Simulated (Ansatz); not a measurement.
Single points on Ga(H2O)H3 (GaOH₅).

```yaml
crystal:
  periodic: [false, false, false]
  atoms:
    - {symbol: Ga, position_ang: [0.066286, -0.115837, -0.958267]}
    - {symbol: O, position_ang: [0.077883, -0.137925, 1.225215]}
    - {symbol: H, position_ang: [-0.829360, -0.105505, 1.554791]}
    - {symbol: H, position_ang: [0.511527, 0.660396, 1.552988]}
    - {symbol: H, position_ang: [1.622763, -0.059988, -1.131076]}
    - {symbol: H, position_ang: [-0.745208, 1.226852, -1.103891]}
    - {symbol: H, position_ang: [-0.703889, -1.467994, -1.139770]}
basis:
  gaussian: {orbitals: def2-TZVP, initial_orbitals: start.molden}
magnetization: {spin_polarized: true, initial_magnetization: 2}
hamiltonian: {xc: pbe, dispersion: d4}
scf: {omitted_lower_state_checks: [starts]}
output: {orbitals: {seedname: orbitals}}
```

The file start.molden holds the orbitals of an earlier run on this structure, at another level or in another basis.

```sh
$ ansatz run in.yaml --threads 4 --pin off --events-out ev --progress --plain --max-ram 3916MiB
```

Output, abridged:

```
Functional definition: PBE
739 factors; their error is unknown
mean field evaluation 1: about -54491.2309 eV, gradient 6.6e0 eV
mean field evaluation 2: about -54491.3420 eV, gradient 2.0e-1 eV
mean field evaluation 4: about -54491.3264 eV, gradient 1.9e-2 eV
mean field evaluation 8: about -54491.3264 eV, gradient 1.1e-5 eV
mean field -54491.32644916 eV, -2002.5193114591 hartree, gradient 1.1e-5 eV, S^2 2.003451; 0 other end points of the search recorded, 0 dependent functions left out
reference -54491.32649399 eV, -2002.5193131064 hartree; 23, 21 occupied and 86, 88 virtual orbitals, 739 factors
Total energy: -54491.41003178 eV, -2002.5223830635 hartree
Checks for a lower state left out: starts
```

Hardware: 4 threads of Intel Xeon on a shared host. Wall time 1.8 s.

The first input with `gaussian: {orbitals: def2-TZVP}`, `hamiltonian: {xc: pbe0, dispersion: d4}` (abridged; 4.9 s):

```
Functional definition: PBE0
mean field evaluation 16: about -54492.1868 eV, gradient 3.9e-3 eV
mean field -54492.18684269 eV, -2002.5509303379 hartree, gradient 1.4e-5 eV, S^2 2.006374
Total energy: -54492.25639807 eV, -2002.5534864511 hartree
Checks for a lower state left out: starts
```

As the first input, with `hamiltonian: {xc: r2scan, dispersion: d4}` (abridged; 3.1 s):

```
Functional definition: r2SCAN
mean field -54500.20541871 eV, -2002.8456075716 hartree, gradient 9.1e-6 eV, S^2 2.008113
Total energy: -54500.22460734 eV, -2002.8463127406 hartree
Checks for a lower state left out: starts
```

Geometry: r2SCAN-D4/def2-TZVP, that of the neutral singlet.

At PBE-D4/def2-TZVP the gap within one spin of the charge 0 triplet nearly closes, so an electron or hole may be smeared out by delocalisation error. At PBE0-D4/def2-TZVP a singlet of charge 0 lies 5.71 eV below the triplet at the same geometry.
